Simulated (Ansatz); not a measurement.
C3H6OSi (`C=C=C(O)[SiH3]`), relaxed with RKS PBE0-D4/def2-TZVP in the Gaussian-basis code of Ansatz from a PBE-D4/def2-SVP geometry. The force threshold is 0.005 eV/Å; the program also tests the step.

The species carries charge 0 and has multiplicity 1.

Start:

```xyz
11

C     1.604    0.793    1.367
C     0.718    0.084    0.693
C    -0.182   -0.595   -0.007
O    -0.443   -1.944    0.115
Si   -1.248    0.269   -1.315
H     1.349    1.294    2.319
H     2.643    0.920    1.009
H     0.151   -2.306    0.802
H    -1.002   -0.347   -2.665
H    -2.705    0.106   -0.978
H    -0.885    1.725   -1.340
```

```tsv
step	energy (eV)	largest force (eV/Å)	largest move (Å)
1	-13124.2530	0.842	0.000
2	-13124.3082	0.270	0.042
3 (rejected)	-13124.2910	0.297	0.118
4 (rejected)	-13124.3056	0.526	0.059
5	-13124.3097	0.115	0.029
6	-13124.3122	0.015	0.023
7	-13124.3122	0.007	0.003
8	-13124.3122	0.002	0.002
```

End:

```xyz
11

C     1.574    0.786    1.344
C     0.705    0.080    0.678
C    -0.179   -0.591   -0.012
O    -0.421   -1.936    0.125
Si   -1.232    0.272   -1.300
H     1.314    1.275    2.279
H     2.594    0.913    0.989
H     0.163   -2.292    0.804
H    -0.999   -0.338   -2.635
H    -2.670    0.128   -0.957
H    -0.848    1.703   -1.316
```

Hardware: 4 threads of an AMD EPYC 9R45 on a shared host. Wall time 10 s, peak host memory 0.48 GiB.
